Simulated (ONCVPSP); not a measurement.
**Before and after: ONCV potential for Tc (Z = 43)**

technetium (Tc), optimised norm-conserving Vanderbilt (ONCV), made with ONCVPSP 4.0.1 (PBE, fully relativistic). Core [Ar] 3d10, reference 4s2 4p6 4d5 5s1.75 5p0.25. Waves: 4s+5s: rc 2.05 bohr, ncon 3, nbas 6, qcut 7.3 1/bohr, 2 projectors; 4p+5p: rc 2.10 bohr, ncon 4, nbas 9, qcut 6.1 1/bohr, 2 projectors; 4d: rc 1.50 bohr, ncon 4, nbas 8, qcut 6 1/bohr, 2 projectors, debl 1.2 Ha. Local part: polynomial inside 1.30 bohr (lpopt 5, dvloc0 0 Ha). Core correction: polynomial model core, fcfact 0.6.

Open shells are filled in proportion to 2j + 1.

All-electron outer shells of the reference configuration (PBE, scalar-relativistic, ld1.x):

| shell | level (eV) | outermost node (bohr) | outermost maximum (bohr) |
| --- | --- | --- | --- |
| 3p | -416.37 | 0.16 | 0.36 |
| 3d | -250.27 | – | 0.31 |
| 4s | -73.77 | 0.50 | 0.95 |
| 4p | -45.73 | 0.51 | 1.03 |
| 4d | -7.03 | 0.50 | 1.27 |
| 5s | -5.29 | 1.28 | 2.72 |
| 5p | -1.60 | 1.45 | 3.63 |

Change: s: qcut 8.8; p: qcut 7.4; d: qcut 7.3.

Cutoffs: the cutoffs (Ha) at which the residual kinetic energy of the hardest occupied pseudo-wave falls to 1 and 0.1 mHa per electron; they do not see the model core or the augmentation charge, which bear on the density cutoff. Errors are all-electron minus pseudo energies relative to the spin-unpolarised reference configuration.

What does the change do?

The potential gets softer (31 Ha and 94 Ha → 22 Ha and 27 Ha); of the 4 tests that both files solve, the error grows in 0 and shrinks in 1 by more than 15 % and 0.3 meV (median size 0.3 → 0.3 meV); neither file shows a bound ghost.

```tsv
quantity	base	changed
cutoff, loose	31 Ha	22 Ha
cutoff, tight	94 Ha	27 Ha
loose cutoff by channel	s 13 Ha, p 13 Ha, d 31 Ha	s 15 Ha, p 15 Ha, d 22 Ha
bound ghosts	none	none
GHOST(+) flags under 300 eV	s at 143.5 eV	none
error for 4s2 4p6 4d5 5s2 5p0, meV [ΔE -0.92 eV]	-0.1	0.0
error for 4s2 4p6 4d5 5s1 5p0, meV [ΔE 7.24 eV]	-0.6	-0.5
error for 4s2 4p6 4d5 5s0 5p0, meV [ΔE 22.09 eV]	-6.2	-4.8
error for 4s2 4p6 4d5 5s1.5 5p0, meV [ΔE 2.37 eV]	0.0	0.0
s: phases at 2.08 bohr within 0.05 rad from the reference energy up to (Ha; the scan ends near 5)	4.0	4.5
p3/2: phases at 2.13 bohr within 0.05 rad from the reference energy up to (Ha; the scan ends near 5)	to the end of the scan	to the end of the scan
p1/2: phases at 2.13 bohr within 0.05 rad from the reference energy up to (Ha; the scan ends near 5)	to the end of the scan	to the end of the scan
d5/2: phases at 1.53 bohr within 0.05 rad from the reference energy up to (Ha; the scan ends near 5)	to the end of the scan	to the end of the scan
d3/2: phases at 1.53 bohr within 0.05 rad from the reference energy up to (Ha; the scan ends near 5)	to the end of the scan	to the end of the scan
rms error of d²Exc/dni dnj with the model core, mHa	2.61	2.65
```
